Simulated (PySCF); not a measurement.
HIn, triplet, at a GFN2-xTB geometry (such geometries of metal compounds can be far from the true shape) (the spin is typed, not shown lowest) (core potentials on In); DF-B3LYP5/def2-SVP (PySCF).

PySCF was given this input:
```python
from pyscf import gto, scf, dft

mol = gto.M(
    atom='''
In   -0.000000   -0.000000   -0.039441
H     0.000000    0.000000    1.932616
''',
    basis='def2-svp',
    ecp={'In': 'def2-svp'},
    charge=0,
    spin=2,
    verbose=4,
)

mf = dft.UKS(mol)
mf.xc = 'b3lyp5'
mf = mf.density_fit(auxbasis='def2-universal-jkfit')
mf.kernel()
```

What the program printed (banner, timings and long lists left out):

```
PySCF version 2.14.0

[INPUT] verbose = 4
[INPUT] num. atoms = 2
[INPUT] num. electrons = 22
[INPUT] charge = 0
[INPUT] spin (= nelec alpha-beta = 2S) = 2
[INPUT] symmetry False subgroup None
[INPUT] Mole.unit = angstrom
[INPUT] Symbol           X                Y                Z      unit          X                Y                Z       unit  Magmom
[INPUT]  1 In     0.000000000000   0.000000000000  -0.039441000000 AA    0.000000000000   0.000000000000  -0.074532688079 Bohr   0.0
[INPUT]  2 H      0.000000000000   0.000000000000   1.932616000000 AA    0.000000000000   0.000000000000   3.652114943952 Bohr   0.0

nuclear repulsion = 5.63509139407228
number of shells = 13
number of NR pGTOs = 68
number of NR cGTOs = 31
basis = def2-svp
ecp = {'In': 'def2-svp'}

******** <class 'pyscf.df.df_jk.DFUKS'> ********
method = DFUKS
initial guess = minao
damping factor = 0
level_shift factor = 0
DIIS = <class 'pyscf.scf.diis.CDIIS'>
diis_start_cycle = 1
diis_space = 8
diis_damp = 0
SCF conv_tol = 1e-09
SCF conv_tol_grad = None
SCF max_cycles = 50
direct_scf = False
number electrons alpha = 12  beta = 10
XC library pyscf.dft.libxc version 7.1.2
    S. Lehtola, C. Steigemann, M. J. T. Oliveira, and M. A. L. Marques,  SoftwareX 7, 1–5 (2018)
XC functionals = b3lyp5
    P. A. M. Dirac,  Math. Proc. Cambridge Philos. Soc. 26, 376 (1930)
    F. Bloch,  Z. Phys. 57, 545 (1929)
    A. D. Becke,  Phys. Rev. A 38, 3098 (1988)
    C. Lee, W. Yang, and R. G. Parr,  Phys. Rev. B 37, 785 (1988)
    B. Miehlich, A. Savin, H. Stoll, and H. Preuss,  Chem. Phys. Lett. 157, 200 (1989)
    S. H. Vosko, L. Wilk, and M. Nusair,  Can. J. Phys. 58, 1200 (1980)
radial grids:
    Treutler-Ahlrichs [JCP 102, 346 (1995); DOI:10.1063/1.469408] (M4) radial grids

becke partition: Becke, JCP 88, 2547 (1988); DOI:10.1063/1.454033
pruning grids: <function nwchem_prune>
grids dens level: 3
symmetrized grids: False
atomic radii adjust function: <function treutler_atomic_radii_adjust>
small_rho_cutoff = 0
Set gradient conv threshold to 3.16228e-05
tot grids = 31688
******** <class 'pyscf.df.df.DF'> ********
auxbasis = def2-universal-jkfit
init E= -169.708319823674

cycle= 1 E= -190.024619747815  delta_E= -20.3  |g|= 1.12  |ddm|= 8.56

cycle= 2 E= -190.03699087632  delta_E= -0.0124  |g|= 1.18  |ddm|= 3.57

cycle= 3 E= -190.614632571889  delta_E= -0.578  |g|= 0.0639  |ddm|=  1.5

cycle= 4 E= -190.617727789005  delta_E= -0.0031  |g|= 0.033  |ddm|= 0.21

cycle= 5 E= -190.619268698195  delta_E= -0.00154  |g|= 0.00498  |ddm|= 0.0883

cycle= 6 E= -190.619319644313  delta_E= -5.09e-05  |g|= 0.00146  |ddm|= 0.0183

cycle= 7 E= -190.619323966043  delta_E= -4.32e-06  |g|= 0.000363  |ddm|= 0.00555

cycle= 8 E= -190.619324344745  delta_E= -3.79e-07  |g|= 7.1e-05  |ddm|= 0.00191

cycle= 9 E= -190.619324357965  delta_E= -1.32e-08  |g|= 8.96e-06  |ddm|= 0.000376

cycle= 10 E= -190.619324358074  delta_E= -1.09e-10  |g|= 8.15e-07  |ddm|= 3.41e-05

Extra cycle  E= -190.619324358079  delta_E= -4.52e-12  |g|= 4.9e-07  |ddm|= 6.82e-06
converged SCF energy = -190.619324358079  <S^2> = 2.0097847  2S+1 = 3.006516
```
